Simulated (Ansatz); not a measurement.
Geometry optimisation, DFT PBE, scalar-relativistic, plane waves, PAW in Ansatz.

Input file:

```yaml
crystal:
  lattice:
    - [0.0, 5.43, 5.43]
    - [5.43, 0.0, 5.43]
    - [5.43, 5.43, 0.0]
  atoms:
    - { symbol: Si, position: [0.0, 0.0, 0.0] }
    - { symbol: Si, position: [0.125, 0.125, 0.125] }
    - { symbol: Si, position: [0.0, 0.0, 0.5] }
    - { symbol: Si, position: [0.125, 0.125, 0.625] }
    - { symbol: Si, position: [0.0, 0.5, 0.0] }
    - { symbol: Si, position: [0.125, 0.625, 0.125] }
    - { symbol: Si, position: [0.0, 0.5, 0.5] }
    - { symbol: Si, position: [0.125, 0.625, 0.625] }
    - { symbol: Si, position: [0.5, 0.0, 0.0] }
    - { symbol: Si, position: [0.625, 0.125, 0.125] }
    - { symbol: Si, position: [0.5, 0.0, 0.5] }
    - { symbol: Si, position: [0.625, 0.125, 0.625] }
    - { symbol: Si, position: [0.5, 0.5, 0.0] }
    - { symbol: Si, position: [0.625, 0.625, 0.125] }
    - { symbol: Si, position: [0.5, 0.5, 0.5] }
    - { symbol: Si, position: [0.625, 0.625, 0.625] }
    - { symbol: Cu, position: [0.2536497, 0.2453248, 0.7549681] }
total_charge: 1
basis:
  ecutwfc: 420.0
kpoints:
  mp_grid: { grid: [2, 2, 2] }
hamiltonian:
  xc: pbe
  pseudopotentials: { kind: paw, azcp: { folder: soft_1 } }
scf:
  occupations: { method: fermi_dirac, width: 0.05 }
  lower_state_search: "off"
relax:
  f_tol: 0.03
  max_steps: 60
  adjacent_minimum: "off"
```

Command:

```bash
$ ansatz run input.yaml --threads 1 --pin off --max-ram 3072MiB --backend cpu --events-out ev --progress --plain --runs-dir out
```

Question: Where does it end, and by what steps?

Answer: It converged. Limits of this set-up: coarse k mesh, charged cell in a uniform background, uncorrected. After 8 steps the energy has fallen by 0.127 eV; Si2 moved furthest, 0.24 Å.

```
step  energy less start (eV)  largest force component (eV/Å)  accepted
   0                  0.0000                           0.595       yes
   1                 -0.0973                           0.179       yes
   2                 -0.1045                           0.038       yes
   3                 -0.1076                           0.035       yes
   4                 -0.1183                           0.109       yes
   5                 -0.0883                           0.195        no
   6                 -0.1255                           0.049       yes
   7                 -0.1262                           0.032       yes
   8                 -0.1266                           0.010       yes
```

```xyz
17
Lattice="0.0000 5.4300 5.4300 5.4300 0.0000 5.4300 5.4300 5.4300 0.0000" Properties=species:S:1:pos:R:3
Si 0.039 0.040 0.005
Si 1.493 1.495 1.222
Si 2.836 2.841 -0.122
Si 4.068 4.071 1.417
Si 2.710 0.040 2.675
Si 4.014 1.325 4.131
Si 5.384 2.650 2.760
Si 6.728 4.071 4.076
Si 0.040 2.714 2.675
Si 1.326 4.015 4.133
Si 2.649 5.387 2.762
Si 4.068 6.735 4.077
Si 2.663 2.662 5.482
Si 4.012 4.015 6.820
Si 5.383 5.387 5.496
Si 6.740 6.742 6.835
Cu 5.578 5.585 2.566
```

The run took 63 s on 1 thread of Intel(R) Xeon(R) Platinum 8259CL CPU @ 2.50GHz (Skylake/Cascade Lake), with other jobs on the host, peak memory 0.63 GiB.
